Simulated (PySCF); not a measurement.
C4H12Mo, SMILES [CH3][Mo]([CH3])([CH3])[CH3], multiplicity 1. Atoms are numbered in the order given.

```xyz
17

Mo     0.0000     0.0000     0.0000
C     -1.1541    -1.1541     1.2587
C     -1.1541     1.1541    -1.2587
C      1.1541    -1.1541    -1.2587
C      1.1541     1.1541     1.2587
H     -1.9473    -0.6584     1.8629
H     -0.6584    -1.9473     1.8629
H     -1.6453    -1.6453     0.3709
H     -0.6584     1.9473    -1.8629
H     -1.6453     1.6453    -0.3709
H     -1.9473     0.6584    -1.8629
H      1.6453    -1.6453    -0.3709
H      0.6584    -1.9473    -1.8629
H      1.9473    -0.6584    -1.8629
H      1.9473     0.6584     1.8629
H      0.6584     1.9473     1.8629
H      1.6453     1.6453     0.3709
```

Coordinates come from a PBE-D3(BJ)/def2-SVP optimisation. The multiplicity is an assumed one; other spin states were not compared. The def2 effective core potentials stand for the cores of Mo; spin–orbit coupling is left out.

The numbers are results of PBE-D3(BJ)/def2-SVP run with PySCF 2.14.0, not measurements.

Frequencies are harmonic and unscaled.

Modes within 1.5 cm⁻¹ of each other (mostly degenerate sets) share a row, with their intensities summed.

| mode | ν (cm⁻¹) | IR (km/mol) | moving atoms (share of kinetic energy) |
|---|---|---|---|
| 1 | 22 | 6.0 | C 71 %, H 18 %, Mo 11 % |
| 2 | 99 | 0.0 | C 63 %, H 37 % |
| 3–4 | 142 | 0.4 | C 47 %, H 38 %, Mo 15 % |
| 5 | 148 | 0.0 | C 57 %, H 43 % |
| 6 | 222 | 1.4 | H 88 %, Mo 8 % |
| 7 | 258 | 0.0 | H 100 % |
| 8 | 264 | 0.0 | H 98 % |
| 9–10 | 268 | 11.3 | H 96 % |
| 11–12 | 379 | 30.6 | H 74 %, C 20 % |
| 13 | 412 | 0.0 | H 64 %, C 36 % |
| 14 | 571 | 0.0 | H 86 %, C 14 % |
| 15–16 | 581 | 45.5 | C 54 %, H 35 %, Mo 10 % |
| 17 | 591 | 0.0 | C 69 %, H 31 % |
| 18 | 641 | 29.1 | C 54 %, H 27 %, Mo 19 % |
| 19–20 | 686 | 64.7 | H 77 %, C 18 % |
| 21 | 749 | 0.0 | H 77 %, C 23 % |
| 22 | 1109 | 34.9 | H 76 %, C 24 % |
| 23–24 | 1118 | 10.8 | H 76 %, C 24 % |
| 25 | 1128 | 0.0 | H 79 %, C 21 % |
| 26 | 1259 | 0.0 | H 95 % |
| 27–28 | 1263 | 6.6 | H 94 % |
| 29 | 1267 | 0.0 | H 96 % |
| 30–31 | 1366 | 34.3 | H 94 % |
| 32 | 1372 | 4.0 | H 94 % |
| 33 | 1375 | 0.0 | H 94 % |
| 34 | 2843 | 3.2 | H 96 % |
| 35–36 | 2845 | 3.7 | H 96 % |
| 37 | 2849 | 0.0 | H 96 % |
| 38–39 | 2967 | 62.7 | H 92 % |
| 40 | 2970 | 108.3 | H 93 % |
| 41 | 2974 | 0.0 | H 93 % |
| 42 | 2999 | 0.0 | H 90 %, C 10 % |
| 43 | 3006 | 0.0 | H 90 %, C 10 % |
| 44–45 | 3008 | 41.5 | H 90 %, C 10 % |
